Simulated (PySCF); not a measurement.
C$_{3}$H$_{6}$NO (SMILES [CH2]N(C)C=O), doublet (typed; the unrestricted solution is spin-contaminated), geometry from GFN2-xTB. Base run: MP2/STO-3G (PySCF).

Here is a job for PySCF.
```python
from pyscf import gto, scf, mp

mol = gto.M(
    atom='''
C    -0.573406   -1.042484   -0.847476
N     0.225803   -0.272321   -0.074848
C     1.574085   -0.720220    0.183171
C    -0.227933    0.906341    0.453381
O    -1.345686    1.349776    0.282629
H    -0.193542   -1.958740   -1.247516
H    -1.570377   -0.700521   -1.031822
H     1.561024   -1.687964    0.688367
H     2.089525    0.000571    0.815548
H     2.123845   -0.824779   -0.754247
H     0.537918    1.417652    1.058112
''',
    basis='sto-3g',
    charge=0,
    spin=1,
    verbose=4,
)

mf = scf.UHF(mol)
mf.kernel()

pt = mp.MP2(mf, frozen=5)
pt.kernel()
print('E(MP2) = %.10f' % pt.e_tot)
```

Each row names what was changed in the base input (with any setting that the change needs).

```
change              basis functions      E (Eh)  MP2 correlation (Eh)  SCF-reference HOMO (eV)  SCF-reference dipole (D)  core-seconds (rough)
------------------  ---------------  ----------  --------------------  -----------------------  ------------------------  --------------------
base                             31  -243.43950              -0.22880                    -6.07                      2.62                   0.8
basis = pcseg-0                  57  -246.12616              -0.48511                    -8.00                      4.62                     2
basis = 6-31G                    57  -246.73017              -0.48106                    -7.95                      4.65                     2
basis = 3-21G                    57  -245.46441              -0.47663                    -7.77                      4.20                     2
basis = def2-SV(P)               82  -246.85750              -0.69443                    -8.05                      4.35                     3
basis = 6-31G*                   82  -247.05627              -0.69546                    -7.91                      4.31                     5
basis = cc-pVDZ                 100  -247.12243              -0.73917                    -7.91                      4.26                     8
basis = pc-1                    100  -247.04650              -0.74192                    -8.00                      4.62                     8
basis = 6-31G**                 100  -247.10454              -0.73295                    -7.90                      4.32                     8
basis = pcseg-1                 100  -247.04339              -0.74176                    -8.00                      4.62                     9
basis = def2-SVP                100  -246.91797              -0.73675                    -8.02                      4.38                    10
basis = 6-31+G*                 102  -247.07456              -0.70511                    -8.02                      4.59                    10
basis = 6-311G**                126  -247.21072              -0.78404                    -7.98                      4.38                    20
```

Totals compare only among sets that treat the same electrons; sets with core potentials leave the core out.

Open shells are given as the SCF converged; they aren't shown to be the lowest states, and a large step between rows can be another state.
